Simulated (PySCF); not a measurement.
A calculated (UHF, PySCF 2.14, x2c-QZVPPall, the spin-free X2C one-electron Hamiltonian (Gaussian nucleus)) atom or ion has these occupied shells.

```
shell  electrons  orbital energy (eV)  rms radius, mean of both spins (bohr)
 1s α          1              -324.26                                  0.311
 1s β          1              -323.45                                  0.311
 2s α          1              -33.321                                   1.61
 2s β          1              -29.605                                   1.61
 2p α          1              -24.877                                   1.63
```

Problem. Name the element and its charge.

Solution. C⁺ (carbon, charge +1), in [He] 2s2 2p1, 2P determinant.
